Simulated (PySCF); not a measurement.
Stretching CdF

Set-up: basis Cd def2-SVPD with ECP28, F def2-SVPD; scalar-relativistic core potentials; PySCF 2.14. Energies in eV from Cd + F in their ground configurations at the same level. State: ²Σ⁺ (doublet), unpaired electrons σ ↑.

```tsv
R (Å)	UHF-MP2
1.738	-1.990
1.819	-2.539
1.900	-2.826
1.960	-2.919
2.021	-2.936
2.082	-2.897
2.163	-2.780
2.264	-2.569
2.385	-2.264
2.546	-1.828
```

Question: Put a parabola through the three lowest points of the UHF-MP2 curve and estimate Re, k and ωe (reduced mass 16.28 u; 1 eV/Å² = 0.16022 mdyn/Å; ωe = 1302.8·√(k/μ) cm⁻¹).

Answer: Through R = 1.96, 2.021, 2.082 Å the second-order coefficient is 7.52 eV/Å², so Re ≈ 2.009 Å, k ≈ 2.41 mdyn/Å and ωe ≈ 501 cm⁻¹. A polynomial fit of higher order to the unrounded UHF-MP2 energies gives Re = 2.006 Å, k = 2.65 mdyn/Å, ωe = 526 cm⁻¹; anharmonicity and rounding make the difference.

The higher-order fit for each curve: UHF-MP2: Re = 2.006 Å, ωe = 526 cm⁻¹, De = 2.94 eV.

Correlated steps freeze 1 core orbital. Correlated levels converge slowly with the basis: in double zeta they bind strong bonds too weakly, by up to about 1 eV, and carry superposition errors of some tenths. Spin–orbit coupling is left out. The state is the lowest determinant that a PBE0 search found; another state may lie lower at other levels.
